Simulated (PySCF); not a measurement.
C₃H₃ClF₄, SMILES F[C@H](CCl)C(F)(F)F. Atoms are numbered in the order given.

```xyz
11

F     -0.4210    -0.1867    -1.7647
C     -0.2768    -0.7735    -0.5350
C     -1.4647    -0.4761     0.3513
Cl    -1.7104     1.2698     0.6480
C      1.0822    -0.3512     0.0213
F      1.2048    -0.7914     1.2873
F      1.2604     0.9658     0.0088
F      2.0631    -0.9069    -0.7044
H     -0.2232    -1.8721    -0.6642
H     -1.3401    -0.9786     1.3208
H     -2.3706    -0.8576    -0.1404
```
Charge 0, spin multiplicity 1.

Coordinates come from a r2SCAN-D4/def2-SVP optimisation. The structure was generated by enumeration; whether it is a known compound was not checked. One conformer was computed; it need not be the lowest.

Level of theory: r2SCAN-D4/def2-SVP run with PySCF.

Frequencies are harmonic and unscaled.

```json
[
 {"mode": "1", "ν (cm⁻¹)": "46", "IR (km/mol)": "0.9", "moving atoms (share of kinetic energy)": "F 67 %, Cl 23 %"},
 {"mode": "2", "ν (cm⁻¹)": "111", "IR (km/mol)": "0.5", "moving atoms (share of kinetic energy)": "F 61 %, Cl 28 %"},
 {"mode": "3", "ν (cm⁻¹)": "170", "IR (km/mol)": "1.0", "moving atoms (share of kinetic energy)": "Cl 44 %, F 42 %, C 9 %"},
 {"mode": "4", "ν (cm⁻¹)": "226", "IR (km/mol)": "3.6", "moving atoms (share of kinetic energy)": "F 77 %, C 13 %"},
 {"mode": "5", "ν (cm⁻¹)": "264", "IR (km/mol)": "1.2", "moving atoms (share of kinetic energy)": "F 69 %, C 14 %, Cl 11 %"},
 {"mode": "6", "ν (cm⁻¹)": "331", "IR (km/mol)": "1.8", "moving atoms (share of kinetic energy)": "F 61 %, H 21 %, C 17 %"},
 {"mode": "7", "ν (cm⁻¹)": "417", "IR (km/mol)": "1.0", "moving atoms (share of kinetic energy)": "F 84 %, C 11 %"},
 {"mode": "8", "ν (cm⁻¹)": "521", "IR (km/mol)": "7.7", "moving atoms (share of kinetic energy)": "F 82 %, C 14 %"},
 {"mode": "9", "ν (cm⁻¹)": "552", "IR (km/mol)": "17.1", "moving atoms (share of kinetic energy)": "F 59 %, C 29 %, H 12 %"},
 {"mode": "10", "ν (cm⁻¹)": "603", "IR (km/mol)": "15.5", "moving atoms (share of kinetic energy)": "F 63 %, C 31 %"},
 {"mode": "11", "ν (cm⁻¹)": "684", "IR (km/mol)": "27.8", "moving atoms (share of kinetic energy)": "C 58 %, Cl 25 %, H 9 %, F 8 %"},
 {"mode": "12", "ν (cm⁻¹)": "758", "IR (km/mol)": "5.6", "moving atoms (share of kinetic energy)": "F 62 %, C 33 %"},
 {"mode": "13", "ν (cm⁻¹)": "849", "IR (km/mol)": "2.7", "moving atoms (share of kinetic energy)": "C 43 %, F 32 %, H 23 %"},
 {"mode": "14", "ν (cm⁻¹)": "905", "IR (km/mol)": "5.8", "moving atoms (share of kinetic energy)": "C 46 %, H 38 %, F 15 %"},
 {"mode": "15", "ν (cm⁻¹)": "1021", "IR (km/mol)": "34.8", "moving atoms (share of kinetic energy)": "H 46 %, C 42 %, F 11 %"},
 {"mode": "16", "ν (cm⁻¹)": "1135", "IR (km/mol)": "68.7", "moving atoms (share of kinetic energy)": "H 47 %, C 35 %, F 18 %"},
 {"mode": "17", "ν (cm⁻¹)": "1183", "IR (km/mol)": "152.2", "moving atoms (share of kinetic energy)": "C 57 %, H 24 %, F 19 %"},
 {"mode": "18", "ν (cm⁻¹)": "1203", "IR (km/mol)": "285.4", "moving atoms (share of kinetic energy)": "C 71 %, F 22 %"},
 {"mode": "19", "ν (cm⁻¹)": "1218", "IR (km/mol)": "105.6", "moving atoms (share of kinetic energy)": "H 52 %, C 38 %, F 9 %"},
 {"mode": "20", "ν (cm⁻¹)": "1304", "IR (km/mol)": "11.5", "moving atoms (share of kinetic energy)": "H 62 %, C 35 %"},
 {"mode": "21", "ν (cm⁻¹)": "1324", "IR (km/mol)": "161.0", "moving atoms (share of kinetic energy)": "C 59 %, H 31 %, F 10 %"},
 {"mode": "22", "ν (cm⁻¹)": "1356", "IR (km/mol)": "8.7", "moving atoms (share of kinetic energy)": "H 70 %, C 29 %"},
 {"mode": "23", "ν (cm⁻¹)": "1416", "IR (km/mol)": "24.9", "moving atoms (share of kinetic energy)": "C 56 %, H 41 %"},
 {"mode": "24", "ν (cm⁻¹)": "1435", "IR (km/mol)": "34.2", "moving atoms (share of kinetic energy)": "H 83 %, C 17 %"},
 {"mode": "25", "ν (cm⁻¹)": "3037", "IR (km/mol)": "12.0", "moving atoms (share of kinetic energy)": "H 92 %"},
 {"mode": "26", "ν (cm⁻¹)": "3092", "IR (km/mol)": "10.0", "moving atoms (share of kinetic energy)": "H 95 %"},
 {"mode": "27", "ν (cm⁻¹)": "3169", "IR (km/mol)": "0.3", "moving atoms (share of kinetic energy)": "H 90 %, C 10 %"}
]
```
